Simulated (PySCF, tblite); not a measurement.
Species: C2H13ClN2Si3.
Atom-mapped SMILES: `[SiH3:1][NH:2][CH2:3][CH2:4][N:5]([SiH3:6])[SiH2:7][Cl:8]` (hydrogens: H9, H10, H11 on Si1; H12 on N2; H13, H14 on C3; H15, H16 on C4; H17, H18, H19 on Si6; H20, H21 on Si7)

Geometry (GFN2-xTB, Å), atoms numbered from 1 in this order:
```
atom  x, y, z in Å
Si1    3.218    0.429   -0.334
N2     2.160   -0.790    0.261
C3     0.759   -0.818   -0.061
C4    -0.089    0.119    0.807
N5    -1.461    0.195    0.350
Si6   -2.510   -1.158    0.707
Si7   -1.776    1.481   -0.757
Cl8   -3.677    1.340   -1.362
H9     3.085    0.383   -1.789
H10    2.945    1.808    0.110
H11    4.533    0.012    0.146
H12    2.332   -1.145    1.191
H13    0.371   -1.839    0.045
H14    0.644   -0.522   -1.106
H15    0.361    1.114    0.783
H16   -0.068   -0.233    1.843
H17   -1.929   -1.783    1.896
H18   -3.838   -0.626    0.987
H19   -2.538   -2.110   -0.409
H20   -1.597    2.748   -0.048
H21   -0.932    1.413   -1.951
```

Level of theory: PBE0/pcSseg-1 in PySCF (dipole) on a GFN2-xTB geometry, gas phase.

Masses are those of the commonest isotopes; rigid-rotor values at the optimised geometry. The values belong to one conformer with, in the numbering `[SiH3:1][NH:2][CH2:3][CH2:4][N:5]([SiH3:6])[SiH2:7][Cl:8]`, Si1–N2–C3–C4 -82°, N2–C3–C4–N5 173°, C3–C4–N5–Si6 76°, C4–N5–Si7–Cl8 176°.

(1) What are A, B and C (MHz)?

(2) Classify the top.

(3) Is it planar, by Δ = Ic − Ia − Ib?

(4) Give the other two planar moments, Paa and Pbb, and the rms extents of the mass along the axes.

(5) Predict some low-J microwave lines.

Results:

(1) Ia = 290.08, Ib = 1160.60, Ic = 1384.16 u·Å²; 505379 MHz·u·Å²/I gives A = 1742, B = 435.4, C = 365.1 MHz.

(2) An asymmetric top: κ = (2 × 435.4 − 1742 − 365.1)/(1742 − 365.1) = -0.90.

(3) Not planar: Δ = Ic − Ia − Ib = -66.52 u·Å². For a rigid frame Δ = −2 Σ m c², so Σ m c² = 33.26 u·Å² lies off the ab plane: 14.99 from hydrogen and 18.27 from heavier atoms. The atom farthest from that plane is 1.58 Å away.

(4) Paa = Σ m a² = (Ib + Ic − Ia)/2 = 1127.34 and Pbb = Σ m b² = (Ia + Ic − Ib)/2 = 256.82 u·Å². With the mass M = 184.01 u, the rms extents √(P/M) along a, b and c are 2.48, 1.18, 0.43 Å.

(5) The dipole components are |μa| = 1.38 D, |μb| = 0.92 D, |μc| = 0.82 D. Intensities carry the squares of the components, which stand as 1.00 : 0.44 : 0.35 (a : b : c). Some lines, for components of 0.1 D or more:

| type | branch | J(Ka,Kc) | MHz | lower level (cm⁻¹) |
| --- | --- | --- | --- | --- |
| a | R | 1(0,1) ← 0(0,0) | 801 | 0.000 |
| c | Q | 2(1,2) ← 2(0,2) | 1239 | 0.080 |
| c | Q | 1(1,1) ← 1(0,1) | 1307 | 0.027 |
| b | Q | 1(1,0) ← 1(0,1) | 1377 | 0.027 |
| b | Q | 2(1,1) ← 2(0,2) | 1450 | 0.080 |
| a | R | 2(1,2) ← 1(1,1) | 1531 | 0.070 |
| a | R | 2(0,2) ← 1(0,1) | 1598 | 0.027 |
| a | R | 2(1,1) ← 1(1,0) | 1671 | 0.073 |
| b | R | 1(1,1) ← 0(0,0) | 2107 | 0.000 |
| c | R | 1(1,0) ← 0(0,0) | 2178 | 0.000 |
| b | R | 2(1,2) ← 1(0,1) | 2838 | 0.027 |
| c | R | 2(1,1) ← 1(0,1) | 3049 | 0.027 |
| c | Q | 2(2,1) ← 2(1,1) | 3920 | 0.128 |
| b | Q | 2(2,0) ← 2(1,1) | 3923 | 0.128 |
| b | Q | 2(2,1) ← 2(1,2) | 4131 | 0.121 |
| b | R | 2(2,1) ← 1(1,0) | 5592 | 0.073 |
| c | R | 2(2,0) ← 1(1,0) | 5594 | 0.073 |
| c | R | 2(2,1) ← 1(1,1) | 5662 | 0.070 |
| b | R | 2(2,0) ← 1(1,1) | 5665 | 0.070 |

Its GFN2-xTB frequencies are all real (lowest 22 cm⁻¹). These are rigid-rotor constants of the computed structure; measured ground-state constants (B0) also hold zero-point vibration. A rigid rotor knows nothing of inversion at nitrogen or internal rotation, which can split or shift real lines. Quadrupole hyperfine structure (14N, 35Cl) is left out.
